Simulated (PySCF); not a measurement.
H₄Si₂, SMILES [SiH][SiH3] (connectivity only; charge and spin as stated), neutral, multiplicity 1.

Geometry optimised at ωB97X-D3(BJ)/def2-TZVP. The isomer is the one that the SMILES or the coordinates give; other isomers of the formula were not compared.

Computed with PBE0/def2-TZVPD in PySCF.

Symmetry labels are those of the subgroup Cs that the program uses (full group Cs).

**Question.** List the valence orbital energies around the gap with their symmetry. (Estimate from the structure and the level; the computed values follow.)

**Answer.** 
```
orbital  symmetry  energy (eV)
-------  --------  -----------
HOMO−7         A'       -99.34
HOMO−6         A'       -99.33
HOMO−5         A'       -15.58
HOMO−4         A'       -13.20
HOMO−3         A"        -9.89
HOMO−2         A'        -9.85
HOMO−1         A'        -8.42
HOMO           A'        -6.64
LUMO           A"        -3.38
LUMO+1         A'         0.07
LUMO+2         A'         0.25
LUMO+3         A"         0.85
```
